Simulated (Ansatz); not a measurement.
ClFH4Si2, SMILES `F[SiH]([SiH3])Cl`. The species carries charge 0 and has multiplicity 1.

Z-matrix (Å, degrees):
```
Si
Si 1 2.339
Cl 1 2.049 2 109.0
F 1 1.597 2 109.8 3 118.0
H 1 1.481 2 115.4 3 -120.7
H 2 1.486 1 108.3 3 61.6
H 2 1.485 1 109.2 3 -58.0
H 2 1.487 1 110.0 3 -178.7
```

Question: What are the harmonic wavenumbers in cm⁻¹ at PBE0-D4/def2-TZVP (Ansatz, finite differences of forces, unscaled)? (An estimate is asked.)

Answer: Ansatz gave: 93, 114, 182, 247, 403, 499, 524, 567, 781, 812, 866, 904, 932, 935, 2223, 2237, 2241, 2247.

Question: Is this a minimum?

Answer: Yes, all 18 modes are real.

Question: Give the ideal-gas thermochemistry at 298.15 K and 1 bar (rigid rotor, harmonic oscillator; point group C1, symmetry number 1).

Answer: Zero-point energy 100.5 kJ/mol; H(298) − E = 120.5 kJ/mol; entropy 343.9 J/(mol·K), of which translation 168.0, rotation 115.1, vibration 60.8; G(298) − E = 17.9 kJ/mol. Modes under 100 cm⁻¹ are hindered rotations or soft bends, so the harmonic entropy is rough.
